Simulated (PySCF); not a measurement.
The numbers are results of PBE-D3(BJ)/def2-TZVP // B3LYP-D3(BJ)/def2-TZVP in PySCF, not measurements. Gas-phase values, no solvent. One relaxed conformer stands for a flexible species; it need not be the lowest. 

Reference species (SMILES): `C=NCO` (C–N–C–O torsion -130°, N–C–O–H torsion -47°) (neutral, multiplicity 1).

```yaml
HOMO: -6.25 eV
LUMO: -1.79 eV
```

Changed species: `C(O)(N)=C`.

**Question.** Give the shifts of the HOMO and LUMO.

**Answer.** the HOMO goes up by 1.27 eV, to -4.98 eV; the LUMO goes up by 1.76 eV, to -0.03 eV.
